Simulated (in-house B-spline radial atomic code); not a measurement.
A run on Be II (Be+) that did not converge. Method: non-relativistic SCAN, spin-polarised, spherical fractional occupations, point nucleus; computed with a B-spline radial code for spherical atoms.

Command:
```bash
python run_scf.py task.json out
```
Settings:
```
Z                4
configuration    [He] 2s1
hamiltonian      nr
method           scan,scan
spin_polarised   True
```

First and last ten iterations of the last attempt (damped for 15 steps, keeping 80 % of the old Fock matrix, then DIIS):
```
 iter        energy (Eh)    residual
    1         -14.326077    1.09e-02
    2         -14.326732    4.75e-04
    3         -14.326733    3.87e-04
    4         -14.326734    3.15e-04
    5         -14.326735    2.57e-04
    6         -14.326735    2.09e-04
    7         -14.326735    1.70e-04
    8         -14.326735    1.39e-04
    9         -14.326735    1.14e-04
   10         -14.326736    9.52e-05
  111          -5.698415    7.05e-01
  112          -6.491116    6.99e-01
  113       29351.965001    3.16e+02
  114       29527.546994    3.16e+02
  115       27070.726837    2.92e+02
  116       27514.015632    2.92e+02
  117       26008.263182    2.80e+02
  118       26007.726389    2.80e+02
  119       26007.643384    2.80e+02
  120       26012.612737    2.80e+02
 not converged after 120 iterations
```

The smallest residual met was 2.9e-05; the threshold is about 1e-07. No energy from this run should be used. Cost of the run: 0.42 s on 1 thread of Arm Neoverse V2, with other jobs on the host.
